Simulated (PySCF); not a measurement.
# Levels of Nd⁴⁹⁺ from EOM-EA-GCCSD

Reference: closed-shell Nd⁵⁰⁺, [Ne]; one electron is added. Calculated with PySCF 2.14, two-component X2C-1e with screened spin-orbit coupling, an uncontracted even-tempered set (17 s from 7.1 bohr⁻², ratio 2.6; 13 p from 9.3 bohr⁻², ratio 2.6; 6 d from 9.5 bohr⁻², ratio 2.8; 3 f from 210 bohr⁻², ratio 2.8); frozen 1s2; the 48 highest virtual spinors dropped; of the others 44 kept and the rest restored at second order. No Breit or QED terms. Binding energies in eV.

```csv
level,Koopmans,second order,EOM-CCSD
3s1/2,4303.7,4304.5,4304.5
3p1/2,4187.5,4188.5,4188.5
3p3/2,4045.6,4046.5,4046.5
3d3/2,3899.6,3900.3,3900.3
3d5/2,3867.6,3868.2,3868.2
```

Electric-dipole lines between these computed levels:

```
lower  upper  ΔE (eV)  vacuum wavelength (nm)
3s1/2  3p1/2   116.09                   10.68
3s1/2  3p3/2   258.02                   4.805
3p1/2  3d3/2   288.18                   4.302
3p3/2  3d3/2   146.25                   8.478
3p3/2  3d5/2   178.32                   6.953
```

For comparison, the ionisation energy of Nd⁴⁹⁺ is 4302 ± 4 eV (theoretical estimate listed by NIST; NIST Atomic Spectra Database, ionization energies).

Only part of the computed levels is shown.
